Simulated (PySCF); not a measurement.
A compound of formula C20H18OSi has these computed shifts in ppm, with the number of atoms in brackets (GIAO B97-D/pcSseg-1, gas phase, PySCF SCF with an in-house response code, fitting set def2-universal-JFIT, grid level 2, non-relativistic, on the GFN2-xTB geometry; 13C, 1H, 29Si against isolated TMS; 17O against isolated H2O).

17O: 545.0 (1)
13C: 179.3 (1), 142.1 (1), 138.9 (1), 137.9 (1), 133.7 (1), 130.8 (1), 129.9 (1), 129.9 (1), 129.7 (1), 129.6 (1), 129.5 (1), 129.5 (1), 126.5 (1), 126.5 (1), 126.2 (1), 125.6 (1), 125.0 (1), 3.2 (3)
1H: 8.98 (1), 8.77 (1), 8.14 (1), 8.10 (1), 8.00 (1), 7.95 (1), 7.87 (1), 7.69 (1), 7.65 (1), 0.27 (9)
29Si: -3.7 (1)

Problem. Which structure gave them?

Solution. C[Si](C)(C)c1cccc2c1-c1cccc3cccc(c13)C2=O. Other isomers were not compared.
